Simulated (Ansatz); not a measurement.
`[SiH3][SiH2][CH2][GaH2]` + `C=C(F)S` → `C=C(F)S[SiH3]` + `[SiH3][CH2][GaH2]`  (cleavage of the Si–Si bond)

Program: Ansatz. Geometries: PBE0-D4/def2-TZVP. ΔE: electronic, gas phase. CCSD(T)/CBS is the MP2 limit (def2-TZVPP, def2-QZVPP) plus CCSD(T) − MP2 in def2-TZVPP, frozen cores. DFT in def2-TZVPP. B3LYP here is the variant with VWN-RPA as its local correlation; programs differ in this. For Ga outer-core shells are correlated without core-valence functions, which leaves a few kJ/mol of doubt a bond. Scalar relativity is left out up to krypton. One conformer a species, not always the lowest.

| level | ΔE (kJ/mol) |
| --- | --- |
| ωB97X-V | -56.1 |
| ωB97M-V | -60.9 |
| B2PLYP | -58.5 |
| B3LYP | -54.2 |
| HF/def2-TZVPP | -64.9 |
| MP2/def2-TZVPP | -64.7 |
| MP2/def2-QZVPP | -65.9 |
| CCSD/CBS(def2) | -57.6 |

Task: What does CCSD(T)/CBS give? (Estimate.)

Result: Ansatz gave: -57.5 kJ/mol. The listed levels differ from it by 1.4, -3.4, -1.0, 3.3, -7.4, -7.2, -8.4, -0.1 kJ/mol.

Largest T1 diagnostic among the species: 0.013.

From PBE to PBE0 (25 % exact exchange), in def2-TZVPP and without D4, ΔE moves by −3.7 kJ/mol.
